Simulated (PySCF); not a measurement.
Spectrum to structure. Theory: TDDFT PBE0/def2-SVPD, vertical, gas phase, core orbitals frozen in the response (PySCF). Geometries: PBE0-D3(BJ)/def2-SVP, one conformer each.

```json
{"state": "S1", "E (eV)": "6.05", "λ (nm)": "205.1", "f": "0.120"}
{"state": "S2", "E (eV)": "6.28", "λ (nm)": "197.5", "f": "0.079"}
{"state": "S3", "E (eV)": "6.43", "λ (nm)": "192.8", "f": "0.0002"}
{"state": "S4", "E (eV)": "6.77", "λ (nm)": "183.1", "f": "0.031"}
{"state": "S5", "E (eV)": "6.84", "λ (nm)": "181.2", "f": "0.013"}
{"state": "S6", "E (eV)": "7.07", "λ (nm)": "175.3", "f": "0.0090"}
{"state": "S7", "E (eV)": "7.38", "λ (nm)": "168.0", "f": "0.0048"}
{"state": "S8", "E (eV)": "7.43", "λ (nm)": "167.0", "f": "0.011"}
{"state": "S9", "E (eV)": "7.48", "λ (nm)": "165.7", "f": "0.0040"}
{"state": "S10", "E (eV)": "7.63", "λ (nm)": "162.5", "f": "0.031"}
```

**Question.** Which candidate is it? All have the formula C4H9NSi2.
A. `N#C[C@@H]1C[Si@@H]1C[SiH3]`
B. `C1C[SiH2][SiH2][C@@H]1C#N`
C. `N#C[Si@@H]([SiH3])C1CC1`

**Answer.** A. Its S1, at 6.05 eV, is the lowest among the candidates; the nearest of the others has S1 at 6.33 eV. S1 is HOMO→LUMO (72%), HOMO→LUMO+2 (17%). Löwdin shares by element: HOMO carbon 40% or more, silicon 21% or more, nitrogen 14% (atoms not listed hold the other 25%); LUMO silicon 41%, hydrogen 10% or more, carbon 9% or more (atoms not listed hold the other 40%). At the same level the other candidates give, for their lowest levels:
- `N#C[C@@H]1CC[SiH2][SiH2]1`: 6.33 eV (f 0.025); 6.41 eV (f 0.040); 7.08 eV (f 0.016); 7.21 eV (f 0.169); 7.23 eV (f 0.045); T1 5.63 eV; HOMO -7.97, LUMO -0.45 eV
- `N#C[Si@@H]([SiH3])C1CC1`: 6.36 eV (f 0.020); 6.63 eV (f 0.066); 6.95 eV (f 0.013); 7.13 eV (f 0.015); 7.19 eV (f 0.052); T1 5.54 eV; HOMO -8.27, LUMO -0.66 eV

The values belong to the conformer `[N:1]#[C:2][C@@H:3]1[CH2:4][Si@@H:5]1[CH2:6][SiH3:7]`: C4–Si5–C6–Si7 -136°.
Triplets come from the Tamm–Dancoff approximation.
